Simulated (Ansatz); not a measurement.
The cluster Ba4Te3⁺, relaxed as a doublet with UKS PBE0-D4/def2-SVP in Ansatz, starting from the GFN1-xTB geometry. Force threshold 0.03 eV/Å.

In the def2 sets Ba, Te take a core potential; there is no spin–orbit coupling. The structure comes from a short search, and lower isomers may exist.

Start:

Cartesian coordinates in Å:
```
Ba -2.1477 0.5229 -2.6086
Ba 0.4832 2.7376 1.9876
Ba -1.0110 -1.3559 1.2402
Ba 2.8753 -1.6361 -0.8622
Te 1.9363 -0.0733 1.7355
Te -2.0045 1.6160 0.3679
Te -0.1316 -1.8112 -1.8603
```

```
step  energy (eV)  largest force component (eV/Å)  SCF passes
   1  -24658.9910                           0.486          24
   2  -24659.3062                           0.339          42
   3  -24659.5518                           0.339          40
   4  -24659.7461                           0.324          35
   5  -24659.8388                           0.025          35
```

Force components are those of the run's own axes.

End:

| atom | x (Å) | y (Å) | z (Å) |
| --- | --- | --- | --- |
| Ba1 | -1.4619 | 0.8148 | -2.4798 |
| Ba2 | 0.6864 | 2.6237 | 1.2649 |
| Ba3 | -1.1528 | -1.5466 | 1.4088 |
| Ba4 | 2.6351 | -0.9439 | -1.0569 |
| Te5 | 1.8684 | -0.2987 | 2.0280 |
| Te6 | -2.2720 | 1.4778 | 0.5903 |
| Te7 | -0.3032 | -2.1271 | -1.7553 |

By distances, no bond broke or formed, bridged metal pairs apart. The bond that changes most is Ba3–Te5, from 3.25 to 3.33 Å (atoms count from 1). Metal–metal contacts that move far: Ba2–Ba4 5.74 to 4.68 Å, Ba1–Ba2 5.74 to 4.68 Å, Ba1–Ba4 5.74 to 4.68 Å.

No frequencies were taken in this run, so the end may be a saddle point.

Hardware: 4 threads of Arm Neoverse V2 on a shared host. Wall time 96 s, peak host memory 0.94 GiB.
